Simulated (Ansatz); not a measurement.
A made-up structure of Al2BH5O, closed shell:

B1  (1.075, -0.248, 0.108)
O2  (0.122, 0.552, -1.045)
Al3  (-0.613, 1.186, -1.956)
Al4  (-0.171, -1.172, 2.181)
H5  (-1.231, 0.400, -3.102)
H6  (-0.832, 2.685, -1.835)
H7  (2.193, -0.297, -0.157)
H8  (-0.774, -2.647, 2.202)
H9  (-0.370, -0.293, 3.494)
(Å)

It is relaxed with PBE-D4/def2-SVP and then PBE0-D4/def2-TZVP (Ansatz 0.2.0). Atoms count as bonded within 1.22 times the sum of their covalent radii (H–H: 0.88 Å). The end point is not checked to be a true minimum.

Question: Does its bonding change? (A judgement: the text doesn't fix the answer.)

Answer: By the calculation: Yes. Formed: B1–Al4; broken: none.

Where it ends: The first stage lowers the energy by 5.96 eV in 11 steps. It ends as Al₂BH₅O ([AlH2][BH][O][AlH2]):
| atom | x (Å) | y (Å) | z (Å) |
| --- | --- | --- | --- |
| B1 | 0.8201 | -0.2636 | 0.2131 |
| O2 | 0.1095 | 0.3781 | -0.7248 |
| Al3 | -0.6462 | 1.2091 | -1.9841 |
| Al4 | -0.0817 | -1.0859 | 1.9940 |
| H5 | -1.2041 | 0.3439 | -3.1776 |
| H6 | -0.7672 | 2.7736 | -1.8368 |
| H7 | 2.0148 | -0.3632 | 0.0124 |
| H8 | -0.6130 | -2.5914 | 2.0555 |
| H9 | -0.2331 | -0.2341 | 3.3372 |

Labels in which every atom is bracketed show which atoms are joined, not bond orders.

For scale, one of the runs: PBE0-D4/def2-TZVP relaxation, 166 basis functions, launched by `ansatz run in.yaml --threads 2 --pin off --events-out ev --progress --plain --max-ram 4352MiB`. The run took about 38 s on 2 CPU threads of an Arm Neoverse V1 (shared host).
